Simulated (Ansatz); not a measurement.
```yaml
crystal:
  periodic: [false, false, false]
  atoms:
    - {symbol: Cl, position_ang: [-2.153245, 1.160028, -1.683043]}
    - {symbol: Si, position_ang: [-0.484617, 0.195274, -1.163181]}
    - {symbol: Si, position_ang: [0.997096, 0.801251, 0.465527]}
    - {symbol: Si, position_ang: [-0.277229, -1.180657, 0.703215]}
    - {symbol: H, position_ang: [0.155121, -0.394242, -2.431220]}
    - {symbol: H, position_ang: [0.580106, 1.882021, 1.376819]}
    - {symbol: H, position_ang: [-1.381682, -0.759738, 1.819268]}
    - {symbol: H, position_ang: [-1.431682, -1.059738, 1.769268]}
    - {symbol: H, position_ang: [0.304267, -2.433489, 0.667335]}
basis:
  gaussian: {orbitals: cc-pVTZ}
hamiltonian: {xc: {name: RPBE}, dispersion: d3bj}
```

```sh
$ ansatz run in.yaml --threads 2 --pin off --events-out ev --progress --plain --max-ram 4352MiB
```

It prints (some lines left out):

```
Functional definition: RPBE
1398 factors; their error is unknown
mean field evaluation 1: about -36215.5389 eV, gradient 3.0e1 eV
mean field evaluation 2: about -36214.1713 eV, gradient 3.4e1 eV
mean field evaluation 4: about -36218.6827 eV, gradient 5.3e0 eV
mean field evaluation 8: about -36218.8076 eV, gradient 2.4e-1 eV
mean field evaluation 16: about -36218.7329 eV, gradient 9.9e-5 eV
mean field -36218.73289858 eV, -1331.0138840839 hartree, gradient 3.2e-5 eV, S^2 0.000000; 1 other end points of the search recorded, 0 dependent functions left out
reference -36218.73294346 eV, -1331.0138857332 hartree; 32, 32 occupied and 174, 174 virtual orbitals, 1398 factors
Total energy: -36220.88517858 eV, -1331.0929789149 hartree
```

In this input one atom was put on top of another. Self-consistency was reached. The result belongs to that input, not to the molecule as meant.
